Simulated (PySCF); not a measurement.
Compound: isopropyldifluoroborane, C3H7BF2.
SMILES with atom numbers: `[CH3:1][CH:2]([CH3:3])[B:4]([F:5])[F:6]` (hydrogens: H7, H8, H9 on C1; H10 on C2; H11, H12, H13 on C3)

Method: PBE0-D3(BJ)/def2-SVP geometry optimisation, gas phase (PySCF 2.14.0); density fitting, grid level 1; the optimiser is geomeTRIC in internal coordinates, started from a GFN2-xTB structure with every atom displaced at random (about 0.01 Å).

Step 1: E = -9322.1395 eV
```
atom  x, y, z in Å  |  force x, y, z in eV/Å
C1     -0.8966   -1.0540    0.3910    0.203  -0.247  -0.106
C2     -0.0171   -0.0393   -0.3473   -0.196  -0.155  -0.088
C3      1.4085   -0.0057    0.1905    0.008   0.024  -0.036
B4     -0.6883    1.3752   -0.4374    1.051   0.158  -0.353
F5     -0.0934    2.4372    0.0992   -0.482  -0.115   0.038
F6     -1.7247    1.5968   -1.2209   -0.340   0.089   0.231
H7     -0.4634   -2.0705    0.2883   -0.167   0.211   0.113
H8     -1.9180   -1.0813   -0.0125   -0.067  -0.018  -0.024
H9     -0.9624   -0.8213    1.4654    0.010  -0.015   0.027
H10     0.0179   -0.3611   -1.4113   -0.015   0.027   0.112
H11     1.4331    0.3177    1.2416    0.005   0.012   0.052
H12     1.8759   -1.0029    0.1358   -0.020   0.030   0.017
H13     2.0408    0.6914   -0.3802    0.012  -0.002   0.017
```

Step 2: E = -9322.1653 eV
```
atom  x, y, z in Å  |  force x, y, z in eV/Å
C1     -0.8953   -1.0314    0.3721   -0.082   0.115  -0.011
C2      0.0130   -0.0455   -0.3750    0.266   0.148  -0.234
C3      1.4310   -0.0225    0.1853    0.013  -0.047   0.009
B4     -0.6343    1.3802   -0.4791   -0.518   0.012   0.596
F5     -0.2032    2.4752    0.1320    0.352  -0.198  -0.081
F6     -1.7788    1.5397   -1.1188   -0.104  -0.029  -0.319
H7     -0.4972   -2.0577    0.3104    0.024   0.048  -0.006
H8     -1.9148   -1.0452   -0.0429    0.008   0.008   0.007
H9     -0.9693   -0.7724    1.4406   -0.016  -0.001   0.005
H10     0.0504   -0.3837   -1.4303    0.044  -0.053   0.021
H11     1.4417    0.3170    1.2333   -0.015  -0.003   0.000
H12     1.8827   -1.0269    0.1571    0.020   0.005   0.018
H13     2.0862    0.6553   -0.3824    0.008  -0.005  -0.006
```

Problem. Estimate the geometry and energy of step 3. (The exact step hangs on the optimiser's Hessian estimate; all steps are aligned on step 2, rigid shifts and turns removed.)

Solution. E = -9322.1931 eV, largest force 0.309 eV/Å
```
atom  x, y, z in Å  |  force x, y, z in eV/Å
C1     -0.8965   -1.0308    0.3715   -0.053   0.038   0.011
C2      0.0094   -0.0478   -0.3793    0.082   0.017  -0.230
C3      1.4270   -0.0147    0.1833   -0.024   0.007   0.023
B4     -0.6554    1.3680   -0.4696   -0.096   0.001   0.294
F5     -0.1543    2.4302    0.1432   -0.008  -0.036  -0.120
F6     -1.7865    1.5588   -1.1310    0.109   0.013  -0.006
H7     -0.4919   -2.0537    0.3161    0.003  -0.004   0.010
H8     -1.9155   -1.0513   -0.0443    0.002   0.004  -0.001
H9     -0.9734   -0.7666    1.4387   -0.014   0.004   0.003
H10     0.0509   -0.3898   -1.4330    0.019  -0.041   0.017
H11     1.4311    0.3276    1.2306   -0.006   0.002  -0.005
H12     1.8886   -1.0147    0.1601   -0.008  -0.003   0.005
H13     2.0785    0.6671   -0.3841   -0.005  -0.002   0.000
```

The energy changes by -0.0278 eV. The first-order estimate −F·Δx gives -0.0461 eV and the mean of the old and new forces, exact on a quadratic surface, -0.0258 eV. The step makes an angle of 57° with the force vector and moves no atom by more than 0.067 Å.

The cost below is that of the whole optimisation. Hardware: one thread of an Arm Neoverse V2, on a shared host. Cost: 46 s of wall time, 0.50 GiB resident at most.
